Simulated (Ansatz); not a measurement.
Spectroscopic constants of SiP, multiplicity 2 (the spin of the measured ground state). The T1 diagnostic near the minimum is 0.072, so single-reference values are doubtful.

| level | bond energy D_e (kJ/mol) |
|---|---|
| PBE/def2-TZVPP | 383.2 |
| r2SCAN/def2-TZVPP | 360.4 |
| B97M-V/def2-TZVPP | 399.4 |
| B3LYP/def2-TZVPP | 363.5 |
| PBE0/def2-TZVPP | 356.0 |
| CAM-B3LYP/def2-TZVPP | 350.2 |
| wB97X-V/def2-TZVPP | 371.2 |
| wB97M-V/def2-TZVPP | 376.9 |

The rows run from 350.2 (CAM-B3LYP/def2-TZVPP) to 399.4 kJ/mol (B97M-V/def2-TZVPP). The 8 functionals in def2-TZVPP without D3 or D4 span 49.2, from CAM-B3LYP to B97M-V.

D_e counts from the fitted minimum to each atom's lowest state at the same level, without counterpoise.

Codes used: Ansatz (Gaussian basis) for Hartree–Fock, density functionals and correlated methods. Each number belongs to the level named beside it.

Ansatz is a program for electronic structure.
